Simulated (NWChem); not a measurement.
# CH6OSi; SMILES C[SiH2]O

```xyz
9

Si     0.4543     0.1230    -0.0137
C     -0.4306    -1.5386    -0.0336
O     -0.5875     1.4291    -0.0872
H      1.3144     0.2606    -1.2150
H      1.3102     0.1895     1.2099
H     -1.0783    -1.6727     0.8412
H      0.3029    -2.3552    -0.0270
H     -1.0492    -1.6499    -0.9312
H     -1.1645     1.5617     0.6773
```
Atoms are numbered in this order, from 1.

Results from NWChem. Pople sets run with spherical d functions. All runs use the structure optimised with B3LYP/6-31G* (spherical d). B3LYP is NWChem's, with the RPA form of VWN correlation. Atomic charges in e: unrestrained fits to the electrostatic potential beside Mulliken populations; buried atoms are poorly determined by the fit.

For level Hartree-Fock/6-31G*:

ESP Si1: 0.94
Mulliken Si1: 1.04
ESP C2: -0.43
Mulliken C2: -0.82
ESP O3: -0.78
Mulliken O3: -0.90

Task: What are these values for level B3LYP/def2-SVP?

Result: The ESP Si1 comes out as 0.77. The Mulliken Si1 comes out as 0.61 and the ESP C2 is -0.32. The Mulliken C2 is -0.26, the ESP O3 comes out as -0.66 and the Mulliken O3 is -0.41.
